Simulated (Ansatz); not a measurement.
Reaction (ligand exchange at the Si–F bond): `C=C[SiH](F)Cl` + HCl → `C=C[SiH](Cl)Cl` + H–F

Program: Ansatz. Geometries: PBE0-D4/def2-TZVP. ΔE: electronic, gas phase. CCSD(T)/CBS adds triple-zeta CCSD(T) − MP2 to the extrapolated MP2 energy (def2 sets, frozen cores). This one scheme is used for every species. Functionals use def2-TZVPP. B3LYP here is the variant with VWN-RPA as its local correlation; programs differ in this. Each species was taken in one conformer, which may not be the lowest.

```tsv
level	ΔE (eV)
revPBE-D4	0.34
B3LYP-D4	0.47
```

(1) What does CCSD(T)/CBS give? (An estimate is asked.)

Largest T1 diagnostic among the species: 0.011.

## Answers

(1) The calculation gave: +0.43 eV. The listed levels differ from it by -0.09, 0.04 eV.

The D4 term adds −0.07 eV with B3LYP and −0.04 eV with PBE0; it sums over pairs of atoms, weighted by their polarisabilities, and B3LYP, whose exchange is more repulsive, gets the larger term. Leaving LDA and LC-ωPBE aside and taking each functional with its dispersion term where it has one, the values, not all of them listed here, spread over 0.20 eV, from revPBE-D4 to CAM-B3LYP-D4. In def2-TZVPP, CCSD(T) changes the Hartree–Fock value by −0.13 eV (the triples alone add −0.03 eV) and MP2 by −0.21 eV.

CCSD(T)/CBS has its own doubt, a few kJ/mol and more with outer-core shells, so smaller differences from it don't rank the levels.
